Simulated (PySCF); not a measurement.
C3H12OSi2, SMILES C[SiH2][C@H]([SiH3])CO. The structure is a stationary point at PBE-D3(BJ)/def2-SVP. The structure was generated by enumeration; whether it is a known compound was not checked. Other conformers were not sampled.

Problem. Give the equilibrium geometry at PBE-D3(BJ)/def2-SVP (PySCF confirms it by a frequency run) as a Z-matrix. (Estimate from the structure and the level; the computed values follow.)

Solution. Several could match; the one computed here: 
```
C
H 1 1.1142
C 1 1.5461 2 108.93
H 3 1.1113 1 109.55 2 -50.46
H 3 1.1180 4 106.37 1 118.11
O 3 1.4204 4 106.20 5 118.54
H 6 0.9748 3 107.53 4 -156.98
Si 1 1.8993 2 106.62 3 -120.51
H 8 1.5040 1 110.82 2 -48.21
H 8 1.5074 9 108.55 1 121.49
H 8 1.5074 9 108.55 10 117.10
Si 1 1.9098 2 106.20 3 119.52
H 12 1.5057 1 110.58 2 -40.60
H 12 1.5135 13 107.23 1 116.25
C 12 1.8901 13 109.12 14 118.65
H 15 1.1087 12 110.18 13 -54.81
H 15 1.1088 16 107.95 12 122.23
H 15 1.1089 16 107.92 17 116.51
```
Charge 0, spin multiplicity 1.
